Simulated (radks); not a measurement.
Results of a calculation; reference values are marked as such.
Task: Ionisation of neutral potassium, [Ar] 4s1, to K+, [Ar], under several functionals. Scalar-relativistic Kohn-Sham, spin-polarised, spherical densities, finite nucleus; open shells are filled with parallel spins first; a radial shooting solver on a logarithmic mesh with Libxc functionals. The NIST Atomic Spectra Database gives 4.341 eV (measured). Rank these functionals by the error of their Delta-SCF ionisation energy: r2SCAN; exchange-only r2SCAN; AM05; revPBE; exchange-only LDA; LDA (Slater exchange, Perdew-Wang correlation); XLYP; SOGGA; PBE; exchange-only B88.

Result: From best to worst: SOGGA 4.338 eV (-0.003); AM05 4.380 eV (+0.039); revPBE 4.409 eV (+0.069); r2SCAN 4.269 eV (-0.072); PBE 4.467 eV (+0.126); exchange-only B88 4.196 eV (-0.144); XLYP 4.503 eV (+0.163); LDA (Slater exchange, Perdew-Wang correlation) 4.549 eV (+0.208); exchange-only LDA 4.059 eV (-0.282); exchange-only r2SCAN 3.954 eV (-0.386).
